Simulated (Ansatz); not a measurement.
Consider the silylene formation by 1,1-elimination: `F[Si](F)(F)[SiH2]Cl` → `F[SiH](F)F` + `[SiH]Cl`.

Computed with Ansatz on PBE0-D4/def2-TZVP structures; ΔE is electronic, products minus reactants. CCSD(T)/CBS is the MP2 limit (def2-TZVPP, def2-QZVPP) plus CCSD(T) − MP2 in def2-TZVPP, frozen cores. This one scheme is used for every species. Functionals use def2-TZVPP. B3LYP here is the variant with VWN-RPA as its local correlation; programs differ in this. HSE06 is defined as in plane-wave codes. Each species was taken in one conformer, which may not be the lowest.

```
             level  ΔE (kJ/mol)  difference from CCSD(T)/CBS
       LDA (SPW92)        205.4                         30.4
            PBE-D4        186.6                         11.6
         revPBE-D4        183.4                          8.4
           BLYP-D4        164.3                        -10.7
         r2SCAN-D4        196.0                         21.0
            B97M-V        177.7                          2.7
           PBE0-D4        194.3                         19.3
          B3LYP-D4        173.8                         -1.2
        r2SCANh-D4        196.6                         21.6
        r2SCAN0-D4        197.5                         22.5
          HSE06-D4        193.8                         18.8
          BHLYP-D4        183.2                          8.2
      CAM-B3LYP-D4        179.9                          4.9
           ωB97X-V        191.0                         16.0
            B2PLYP        166.4                         -8.6
          PBE-QIDH        191.4                         16.4
               PBE        176.6                          1.6
            revPBE        163.1                        -11.9
              BLYP        144.4                        -30.6
            r2SCAN        193.3                         18.3
              PBE0        185.5                         10.5
             B3LYP        157.8                        -17.2
           r2SCANh        193.7                         18.7
           r2SCAN0        194.2                         19.2
             HSE06        185.3                         10.3
             BHLYP        168.5                         -6.5
         CAM-B3LYP        170.5                         -4.5
           LC-ωPBE        199.5                         24.5
       HF/def2-SVP        154.2                        -20.8
      MP2/def2-SVP        171.2                         -3.8
     CCSD/def2-SVP        154.7                        -20.3
     HF/def2-TZVPP        156.5                        -18.5
    MP2/def2-TZVPP        179.2                          4.2
SCS-MP2/def2-TZVPP        169.6                         -5.4
   CCSD/def2-TZVPP        165.4                         -9.6
     HF/def2-QZVPP        156.3                        -18.7
    MP2/def2-QZVPP        183.1                          8.1
SCS-MP2/def2-QZVPP        173.8                         -1.2
     MP2/CBS(def2)        186.0                         11.0
    CCSD/CBS(def2)        172.2                         -2.8
       CCSD(T)/CBS        175.0                            0
```

Largest T1 diagnostic among the species: 0.013.

At CCSD(T), def2-SVP lies −18.5 kJ/mol from the extrapolated value and def2-TZVPP −6.8 kJ/mol. In def2-TZVPP, CCSD(T) changes the Hartree–Fock value by +11.6 kJ/mol (the triples alone add +2.7 kJ/mol) and MP2 by +22.7 kJ/mol.
